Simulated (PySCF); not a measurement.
# Circular dichroism: SMILES F[C@H]1C[Si@@H]1Br, C$_{2}$H$_{4}$BrFSi

Geometry:
| atom | x (Å) | y (Å) | z (Å) |
| --- | --- | --- | --- |
| F1 | -0.955 | 1.132 | 1.473 |
| C2 | -0.471 | 0.021 | 0.832 |
| C3 | -0.712 | 0.003 | -0.691 |
| Si4 | 1.098 | 0.145 | -0.212 |
| Br5 | 2.273 | -1.725 | -0.334 |
| H6 | -0.766 | -0.858 | 1.397 |
| H7 | -1.130 | -0.912 | -1.090 |
| H8 | -1.232 | 0.874 | -1.064 |
| H9 | 1.908 | 1.327 | -0.337 |

Computed with TDDFT B3LYP/def2-SVPD circular dichroism and optical rotation, one conformer, gas phase (PySCF). Geometry: GFN2-xTB.

The calculation is non-relativistic, which matters for the atoms heavier than Zn. States above about 7.0 eV (minus the energy of the highest occupied orbital) lie near or above the ionisation threshold and depend on the basis.

Question: Assign R or S to each stereocentre.

Answer: C2 R, Si4 S.

Question: List the lowest 12 singlet excitations with oscillator and rotatory strengths.

Answer: Rotatory strengths R in 10⁻⁴⁰ esu² cm², velocity form and length form (origin at the centre of mass); f in length form.
```tsv
state	E (eV)	λ (nm)	f	R (velocity)	R (length)	main
1	5.16	240	0.001	-6.2	-5.9	HOMO→LUMO 0.98
2	5.92	210	0.017	+36.2	+36.0	HOMO→LUMO+2 0.77, HOMO→LUMO+1 0.19
3	6.04	205	0.045	-10.7	-11.8	HOMO→LUMO+1 0.57, HOMO−1→LUMO 0.22
4	6.40	194	0.097	-3.2	-3.1	HOMO−1→LUMO 0.70, HOMO→LUMO+1 0.15
5	6.57	189	0.002	-0.9	-1.5	HOMO→LUMO+3 0.96
6	6.81	182	0.007	+16.5	+15.5	HOMO−1→LUMO+1 0.88
7	7.04	176	0.017	-7.6	-6.9	HOMO→LUMO+4 0.69, HOMO−1→LUMO+2 0.15
8	7.09	175	0.021	-1.7	-1.7	HOMO−2→LUMO 0.75, HOMO→LUMO+4 0.11
9	7.12	174	0.009	-14.5	-14.7	HOMO−3→LUMO 0.62, HOMO−1→LUMO+2 0.17
10	7.31	170	0.039	-3.9	-3.6	HOMO−1→LUMO+2 0.31, HOMO→LUMO+5 0.28
11	7.33	169	0.035	+0.5	+2.7	HOMO→LUMO+5 0.59, HOMO−3→LUMO 0.23
12	7.53	165	0.036	+12.2	+13.1	HOMO→LUMO+6 0.66
```

Among the states computed, the strongest CD band (largest |R|) is state 2. The largest dissymmetry factor in size, g = 4R/(D+G), with D and G the electric and magnetic dipole strengths, is -0.036 for state 1 (velocity form, f = 0.001), among bands with |R| over 0.5. The mirror image has the same energies and oscillator strengths and all R with the opposite sign.
